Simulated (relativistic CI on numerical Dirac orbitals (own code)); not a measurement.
## Energy levels of Co²³⁺

Method of calculation: Dirac-Coulomb-Breit CI, orbitals from a KLI potential per configuration, a model potential for QED, unscaled Slater integrals (own radial code, finite nucleus).

Configuration list (outside the closed core 1s2): 2s², 2s2p, 2p², 2p3s, 2p3p, 2s3s, 2s3p, 2s3d, 2s4s, 2s4p, 2s4d, 2s4f, 3s², 3s3p, 3p². Levels of other configurations are missing.

| No. | Configuration | Term | J | E (eV) | % | Next component (%) | jj configuration (%) |
| --- | --- | --- | --- | --- | --- | --- | --- |
| 1 | 2s² | ¹S | 0 | 0.00 | 96 | 4 2p² ¹S | closed (96) |
| 2 | 2s2p | ³P° | 0 | 45.19 | 100 |  | 2s 2p1/2 (100) |
| 3 | 2s2p | ³P° | 1 | 49.60 | 97 | 3 ¹P° | 2s 2p1/2 (82) |
| 4 | 2s2p | ³P° | 2 | 63.23 | 100 |  | 2s 2p3/2 (100) |
| 5 | 2s2p | ¹P° | 1 | 100.66 | 97 | 3 ³P° | 2s 2p3/2 (82) |
| 6 | 2p² | ³P | 0 | 124.76 | 93 | 7 ¹S | 2p1/2^2 (88) |
| 7 | 2p² | ³P | 1 | 135.40 | 100 |  | 2p1/2 2p3/2 (100) |
| 8 | 2p² | ³P | 2 | 141.61 | 71 | 29 ¹D | 2p1/2 2p3/2 (86) |
| 9 | 2p² | ¹D | 2 | 160.50 | 71 | 29 ³P | 2p3/2^2 (86) |
| 10 | 2p² | ¹S | 0 | 189.25 | 89 | 7 ³P | 2p3/2^2 (86) |
| 11 | 2s3s | ³S | 1 | 1199.29 | 98 | 2 2p3p ³S | 2s 3s (98) |
| 12 | 2s3s | ¹S | 0 | 1208.21 | 97 | 3 2p3p ¹S | 2s 3s (97) |
| 13 | 2s3p | ³P° | 0 | 1221.57 | 99 | 1 2p3s ³P° | 2s 3p1/2 (99) |
| 14 | 2s3p | ³P° | 1 | 1221.66 | 65 | 32 ¹P° | 2s 3p1/2 (98) |
| 15 | 2s3p | ¹P° | 1 | 1226.29 | 59 | 34 ³P° | 2s 3p3/2 (93) |
| 16 | 2s3p | ³P° | 2 | 1226.82 | 100 |  | 2s 3p3/2 (100) |
| 17 | 2s3d | ³D | 1 | 1237.58 | 98 | 2 2p3p ³D | 2s 3d3/2 (98) |
| 18 | 2s3d | ³D | 2 | 1238.23 | 98 | 1 2p3p ³D | 2s 3d3/2 (67) |
| 19 | 2s3d | ³D | 3 | 1239.35 | 99 | 1 2p3p ³D | 2s 3d5/2 (99) |
| 20 | 2s3d | ¹D | 2 | 1247.68 | 98 | 2 2p3p ¹D | 2s 3d5/2 (66) |
| 21 | 2p3s | ³P° | 0 | 1256.54 | 99 | 1 2s3p ³P° | 2p1/2 3s (99) |
| 22 | 2p3s | ³P° | 1 | 1258.95 | 81 | 15 ¹P° | 2p1/2 3s (92) |
| 23 | 2p3p | ³D | 1 | 1270.63 | 68 | 28 ¹P | 2p1/2 3p1/2 (98) |
| 24 | 2p3s | ³P° | 2 | 1275.13 | 100 |  | 2p3/2 3s (100) |
| 25 | 2p3p | ³D | 2 | 1280.00 | 81 | 9 ¹D | 2p1/2 3p3/2 (86) |
| 26 | 2p3p | ³P | 1 | 1280.12 | 28 | 28 ³S | 2p1/2 3p3/2 (92) |
| 27 | 2p3s | ¹P° | 1 | 1280.80 | 77 | 18 ³P° | 2p3/2 3s (92) |
| 28 | 2p3p | ³P | 0 | 1282.48 | 88 | 12 ¹S | 2p1/2 3p1/2 (93) |
| 29 | 2p3p | ³P | 1 | 1293.58 | 48 | 37 ¹P | 2p3/2 3p1/2 (51) |
| 30 | 2p3p | ³D | 3 | 1294.86 | 99 | 1 2s3d ³D | 2p3/2 3p3/2 (99) |
| 31 | 2p3p | ³P | 2 | 1296.83 | 59 | 24 ¹D | 2p3/2 3p1/2 (78) |
| 32 | 2p3p | ³S | 1 | 1296.89 | 65 | 24 ³P | 2p3/2 3p3/2 (55) |
| 33 | 2p3p | ¹D | 2 | 1305.64 | 65 | 33 ³P | 2p3/2 3p3/2 (87) |
| 34 | 2p3p | ¹S | 0 | 1316.05 | 85 | 12 ³P | 2p3/2 3p3/2 (92) |
| 35 | 2s4s | ³S | 1 | 1610.51 | 100 |  | 2s 4s (100) |
| 36 | 2s4s | ¹S | 0 | 1614.00 | 100 |  | 2s 4s (100) |
| 37 | 2s4p | ³P° | 0 | 1618.82 | 100 |  | 2s 4p1/2 (100) |
| 38 | 2s4p | ³P° | 1 | 1619.10 | 85 | 15 ¹P° | 2s 4p1/2 (95) |
| 39 | 2s4p | ³P° | 2 | 1620.98 | 100 |  | 2s 4p3/2 (100) |
| 40 | 2s4p | ¹P° | 1 | 1622.01 | 85 | 15 ³P° | 2s 4p3/2 (95) |
| 41 | 2s4d | ³D | 1 | 1625.67 | 100 |  | 2s 4d3/2 (100) |
| 42 | 2s4d | ³D | 2 | 1625.88 | 99 | 1 ¹D | 2s 4d3/2 (70) |
| 43 | 2s4d | ³D | 3 | 1626.30 | 100 |  | 2s 4d5/2 (100) |
| 44 | 2s4d | ¹D | 2 | 1629.01 | 99 | 1 ³D | 2s 4d5/2 (70) |
| 45 | 2s4f | ³F° | 2 | 1629.23 | 100 |  | 2s 4f5/2 (100) |

Energies count from the lowest computed level; ° marks odd parity. Filled j subshells are mostly left out of the jj labels.

The mean weight of the leading LS term, summed over parents, in these 45 levels is 87 %, and that of the leading jj configuration (from the same eigenvectors) 90 %.

At this charge energies of transitions that change n are usually good to better than 1 %, and those within a shell (Δn = 0) to a few per cent.

LS names give the leading component of a level, which can be under half, so a name can repeat, a term be missing and a line seem to break the LS rules.
